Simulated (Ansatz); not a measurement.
CH2B2F2, SMILES `FB1CB1F`. Charge 0, multiplicity 1. The geometry is a stationary point of PBE0-D4/def2-TZVP.

```xyz
7

F     2.091   -0.333    0.643
B     0.972    0.123    0.148
C    -0.514   -0.492    0.051
B    -0.284    0.936   -0.383
F    -0.844    1.737   -1.265
H    -1.159   -1.289   -0.314
H    -0.263   -0.682    1.120
```

**Question.** What is the dipole moment at ωB97M-V/def2-TZVPP? (An estimate is asked.)

**Answer.** Ansatz gave: 1.63 D, with components (-0.42, -1.41, 0.71) D in this frame, pointing from negative to positive charge.

**Question.** And with PBE, r2SCAN, B3LYP? (An estimate is asked.)

**Answer.** Computed: PBE 1.70 D, r2SCAN 1.71 D, B3LYP 1.65 D.

**Question.** Give the Mulliken charges with ωB97M-V, r2SCAN, PBE in def2-TZVPP. (An estimate is asked.)

**Answer.** Computed: 
```
atom  ωB97M-V  r2SCAN    PBE
  F1    -0.24   -0.26  -0.19
  B2     0.28    0.25   0.18
  C3    -0.25   -0.21  -0.19
  B4     0.20    0.29   0.19
  F5    -0.25   -0.28  -0.21
  H6     0.13    0.09   0.11
  H7     0.13    0.11   0.12
```

B3LYP here is the variant with VWN-RPA as its local correlation; programs differ in this.
